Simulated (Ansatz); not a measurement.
A nudged elastic band was laid between two geometries of Cl2H2O2Ti + H2 (9 atoms, charge 0, multiplicity 1).

Theory: RKS PBE-D4/def2-SVP (Ansatz 0.2.0).

```
movable images  : 2
climbing image  : yes
spring          : 5.0 eV/Å²
optimiser       : quadratic models (default)
start path      : through a guess of the saddle point
force threshold : 0.05 eV/Å
iteration limit : 60
end points      : relaxed
```

Initial state:

```xyz
9
Properties=species:S:1:pos:R:3
Ti -0.101 -0.376 0.059
Cl -0.121 -0.208 2.269
O 1.566 -0.378 -0.551
H 2.033 -1.076 -1.046
Cl -1.249 1.294 -0.820
O -0.871 -1.897 -0.401
H -1.762 -2.284 -0.349
H 1.374 3.065 1.390
H 1.069 2.451 1.741
```

Final state:

```xyz
9
Properties=species:S:1:pos:R:3
Ti 0.325 -0.455 -0.055
Cl 1.435 -0.347 1.851
O 1.139 -1.595 -1.130
H 2.036 -1.732 -1.482
Cl 0.307 1.546 -1.008
O -1.334 -1.020 0.225
H -1.783 -1.809 -0.129
H -0.008 2.817 1.684
H -0.179 3.188 2.336
```

**Question.** What changes between the two ends?

**Answer.** No bond is made or broken.

**Question.** Give the energies along the band, and the barrier.

**Answer.** It converged. The highest image is number 2 of 0 to 3, 1.0 kcal/mol above the first end and 1.0 kcal/mol above the last; the last end lies 0.1 kcal/mol below the first. Another band between the same ends (7 images) ends at a top of the same energy, where a vibrational analysis finds 1 clearly imaginary mode. So few images can step over the top or miss a turn of the path.

```csv
image,path coordinate (Å),energy (kcal/mol)
0,0.00,0.0
1,1.60,0.0
2,3.21,1.0
3,4.57,-0.1
```

**Question.** What is the geometry of the highest image?

**Answer.** 
```xyz
9
Properties=species:S:1:pos:R:3
Ti 0.249 -0.369 -0.154
Cl 0.868 -0.300 1.967
O 1.578 -1.065 -1.080
H 2.064 -1.885 -1.271
Cl -0.231 1.652 -0.923
O -1.179 -1.404 -0.262
H -1.410 -2.346 -0.191
H 0.003 2.902 1.812
H -0.004 3.407 2.393
```

Run time: 58 s on 4 threads of Arm Neoverse V1, on a shared host, peak memory 0.19 GiB.
